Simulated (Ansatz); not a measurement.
Reaction (ligand exchange at the Si–C bond): `N=CC[SiH2][SiH3]` + `[SH][GeH3]` → `[SiH3][SiH2][S][GeH3]` + `CC=N`

Gas-phase electronic energies from Ansatz, PBE0-D4/def2-TZVP geometries. CCSD(T)/CBS adds triple-zeta CCSD(T) − MP2 to the extrapolated MP2 energy (def2 sets, frozen cores). Functionals use def2-TZVPP. B3LYP here is the variant with VWN-RPA as its local correlation; programs differ in this. For Ge outer-core shells are correlated without core-valence functions, which leaves a few kJ/mol of doubt a bond. Scalar relativity is left out up to krypton. One conformer a species, not always the lowest.

```tsv
level	ΔE (kcal/mol)	difference from CCSD(T)/CBS
PBE-D4	-16.3	0.4
r2SCAN-D4	-16.3	0.4
B3LYP-D4	-16.3	0.4
ωB97M-V	-15.9	0.8
B2PLYP	-16.1	0.6
MP2/def2-TZVPP	-16.5	0.2
SCS-MP2/def2-TZVPP	-16.2	0.5
HF/def2-QZVPP	-16.5	0.2
MP2/def2-QZVPP	-17.1	-0.4
SCS-MP2/def2-QZVPP	-16.7	0.0
CCSD(T)/CBS	-16.7	0
```

Largest T1 diagnostic among the species: 0.013.
